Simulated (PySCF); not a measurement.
# Exercise with solution: chemical shift, span and skew from a shielding tensor

Si(H)2(Me)(OAc) (C3H8O2Si), SMILES C[SiH2]OC(=O)C. Atoms are numbered in the order given.

```xyz
14

Si    -1.1822     0.5609     0.6676
C     -2.1810    -0.8779     0.0354
O      0.5003     0.1893     0.7111
C      1.1316    -0.0333    -0.4469
C      2.5935    -0.3081    -0.2660
O      0.5551    -0.0069    -1.5064
H     -1.4728     0.8367     2.1019
H     -1.3798     1.8027    -0.1299
H     -3.2574    -0.6601     0.1203
H     -1.9688    -1.7858     0.6205
H     -1.9392    -1.0698    -1.0195
H      2.7270    -1.1747     0.3978
H      3.0703     0.5511     0.2281
H      3.0635    -0.4961    -1.2374
```
Charge 0, spin multiplicity 1.

Geometry optimised at PBE0-D3(BJ)/def2-SVP. The values are those of a single conformer.

GIAO shieldings from PBE/pcSseg-1 in PySCF, non-relativistic, no solvent. The symmetric part of the tensor of Si1 has the principal values 283.4, 346.7, 399.9 ppm. The same nucleus in TMS has σ = 335.4 ppm at this level (PySCF, at its B3LYP-D3(BJ)/def2-TZVP geometry).

### Question
Work out the isotropic shielding, the ²⁹Si shift against TMS, the span and the skew.

### Answer

σ(iso) = (σ11 + σ22 + σ33)/3 = 343.3 ppm. δ = σ(ref) − σ(iso) = 335.4 − (343.3) = -7.9 ppm.
Span Ω = σ33 − σ11 = 116.5 ppm. Skew κ = 3(σ(iso) − σ22)/Ω = -0.09. Tumbling in solution averages the tensor to δ; in a static solid the shielding alone would spread this spin-1/2 line over Ω.
